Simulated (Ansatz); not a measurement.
```yaml
crystal:
  periodic: [false, false, false]
  atoms:
    - {symbol: Cu, position_ang: [0.897440, 0.930503, -0.948043]}
    - {symbol: Cu, position_ang: [0.482540, 0.590132, 1.406379]}
    - {symbol: Cu, position_ang: [-1.441207, 0.191556, -0.405845]}
    - {symbol: Cu, position_ang: [0.266028, -1.483597, 0.014478]}
    - {symbol: S, position_ang: [-0.622554, 2.135570, 0.229608]}
    - {symbol: S, position_ang: [2.177691, -0.424892, 0.285027]}
    - {symbol: S, position_ang: [-1.759927, -1.939272, -0.581605]}
basis:
  gaussian: {orbitals: def2-TZVP, initial_orbitals: start.molden}
hamiltonian: {xc: pbe}
correlation: {method: rpa, frozen_orbitals: {Cu: 9, S: 5}}
scf: {omitted_lower_state_checks: [starts]}
```

The file start.molden holds the orbitals of an earlier run on this structure, at another level or in another basis.

```sh
$ ansatz run in.yaml --threads 4 --pin off --events-out ev --progress --plain --max-ram 4787MiB
```

Shortened log:

```
Functional definition: PBE
2531 factors; integrals over basis functions are off by at most 8.5e-4 eV
mean field evaluation 1: about -211037.6148 eV, gradient 1.9e1 eV
mean field evaluation 2: about -211038.1022 eV, gradient 7.0e-1 eV
mean field evaluation 4: about -211038.1025 eV, gradient 2.1e-2 eV
mean field evaluation 8: about -211038.1025 eV, gradient 1.9e-6 eV
mean field -211038.10254236 eV, -7755.5072216683 hartree, gradient 2.1e-6 eV, S^2 0.000000; 0 other end points of the search recorded, 0 dependent functions left out; unrestricted orbitals would lower it
mean field evaluation 16: about -210845.9508 eV, gradient 9.3e0 eV
51 core orbitals not correlated: weight in the atoms' cores, before any rotation towards them, 1.000 or more for the frozen orbitals, at most 0.000 for the correlated occupied ones
reference -210837.40071758 eV, -7748.1315656479 hartree; 31, 31 occupied and 209, 209 virtual orbitals, 2531 factors
Error: the energy between an occupied orbital and the lowest state that it is excited into in its spin channel is -0.0262 eV and must be positive: a state without a gap has no random-phase energy
```

(1) Can the result of this run be used?

Answers

(1) No. The run stopped with an error. The reference has no gap: an occupied orbital lies above an empty one, and the correlation energy can't be formed.
